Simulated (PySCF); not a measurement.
# Reading the logs of faulty runs: AlClH2OSi

Calculated results; nothing here was measured. They come from PySCF 2.14.0, an open-source quantum chemistry program, on an isolated molecule that a program drew, which may never have been made. The molecule is AlClH2OSi (charge 0, singlet), drawn as the SMILES string `[SiH][O][AlH][Cl]`.

Each row is a Hartree-Fock (HF) and frozen-core CCSD(T) single point in the cc-pV(D+d)Z basis, meant for a local HF minimum. Run 1 is clean. Each other run has one planted mistake out of seven kinds, and not every kind appears here: one electron removed, one electron added, multiplicity raised by two, geometry at a saddle point, minimal basis STO-3G, one bond length entered in bohr, all coordinates scaled. The reference is restricted for singlets and unrestricted otherwise, and also for a bond in bohr. Adding or removing an electron swaps singlet and doublet. Electrons count all cores. HOMO and LUMO are orbital energies over both spins, the gradient is its largest component, and the lowest frequency (negative if imaginary) is given only where the gradient is small. Bond lengths are over the 5 bonds as drawn. T1 is the CCSD diagnostic: over 0.02 (restricted) or 0.045 (unrestricted) a single reference is doubtful.

Geometry of the clean run:
```xyz
6
AlClH2OSi, angstrom
Si    2.4214   -3.7827    0.7806
O     1.1701   -2.7271    0.9601
Al   -0.0978   -1.6712    1.2605
Cl   -0.0429   -0.5294    3.0285
H     3.3815   -2.8663    0.0195
H    -1.2971   -1.5305    0.2781
```

```
run  electrons  basis functions  <S^2>  HOMO (eV)  LUMO (eV)  gradient (hartree/bohr)  lowest frequency (cm^-1)  mean bond (Å)  longest bond (Å)      T1  HF (hartree)  CCSD(T) (hartree)                          mistake
  1         54               93  0.000      -8.83       1.21                  1.5e-05                        66         1.7032             2.105  0.0154   -1066.51778        -1067.02903                         no fault
  2         54               93  0.000      -8.45       1.56                  1.1e-01                         -         1.5635             1.933  0.0128   -1066.46500        -1066.96831           all coordinates scaled
  3         54               93  1.061      -7.65       0.71                  1.5e-02                         -         2.0016             3.169  0.0682   -1066.36305        -1066.86595  one bond length entered in bohr
  4         55               93  0.774      -0.31       5.56                  7.1e-02                         -         1.7032             2.105  0.0193   -1066.50033        -1067.01817               one electron added
  5         54               34  0.000      -5.70       6.77                  3.1e-02                         -         1.7032             2.105  0.0235   -1054.30821        -1054.44742             minimal basis STO-3G
  6         54               93  0.000      -8.82       1.07                  3.1e-05                      -115         1.7045             2.105  0.0145   -1066.51584        -1067.02656                                ?
```

**Which mistake was planted in run 6, and what did it cost?**

The gradient is small, so the point is stationary, but the lowest frequency is imaginary (-115 cm^-1). So the mistake is: geometry at a saddle point. Subtracting run 1 and multiplying by 627.51 kcal/mol a hartree, the energy moved by 1.2 kcal/mol in HF and 1.5 kcal/mol in CCSD(T).

Cautions from the logs. Run 3: T1 is over the limit, so its CCSD(T) energy is less reliable; run 4: the added electron raises the CCSD(T) energy, so it isn't bound in this basis; run 5: T1 is over the limit, so its CCSD(T) energy is less reliable.
